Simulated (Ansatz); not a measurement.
The cluster Mo₂N₂ (the lowest singlet isomer of a short search) was relaxed with PBE-D4 (def2-TZVP) in Ansatz in these states: neutral quintet, neutral singlet, neutral triplet. The geometries follow in no particular order.

In the def2 sets Mo takes a core potential; there is no spin–orbit coupling.

A:

```xyz
4

Mo    1.061    0.033    0.482
Mo   -1.061   -0.032   -0.481
N    -0.719    1.469   -1.100
N     0.720   -1.469    1.099
```

B:

```xyz
4

Mo   -0.061    1.283   -0.063
Mo   -0.017   -1.195    0.475
N     1.292    0.026    0.018
N    -1.214   -0.114   -0.430
```

C:

```xyz
4

Mo    0.995    0.338    0.392
Mo   -0.995   -0.338   -0.392
N    -0.748    0.609   -1.736
N     0.748   -0.609    1.737
```

**Question.** Judge from the bond lengths which geometry belongs to which state (an estimate).

**Answer.** A is the neutral triplet (Mo1–Mo2 2.331 Å, Mo2–N3 1.660 Å, Mo1–N4 1.660 Å); B is the neutral quintet (Mo1–Mo2 2.536 Å, Mo2–N3 1.848 Å, Mo1–N4 1.848 Å); C is the neutral singlet (Mo1–Mo2 2.243 Å, Mo2–N3 1.663 Å, Mo1–N4 1.663 Å).

At PBE0-D4/def2-TZVP a quintet lies 0.68 eV below the neutral triplet. At PBE0-D4/def2-TZVP a quintet lies 0.48 eV below the neutral singlet. These are the stationary points nearest to one start from a short search; other shapes may lie lower in each state.
